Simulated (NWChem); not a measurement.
aminoborane (BNH$_{4}$); SMILES BN

All runs: NWChem. Structure relaxed at the PBE0/def2-SVP level.

Taking PBE/cc-pVQZ as the yardstick, which of these has the fewest basis functions while keeping “dipole (D)” within 0.05 D of it: PBE/aug-cc-pVDZ; PBE/aug-cc-pVTZ; PBE/cc-pVDZ; PBE/cc-pVTZ?

none of them.
```
level            basis functions  dipole (D)
---------------  ---------------  ----------
PBE/cc-pVDZ                   48        2.31
PBE/aug-cc-pVDZ               82        2.02
PBE/cc-pVTZ                  116        2.15
PBE/aug-cc-pVTZ              184        2.02
PBE/cc-pVQZ                  230        2.09
```

The yardstick is one finite set, not the basis-set limit.
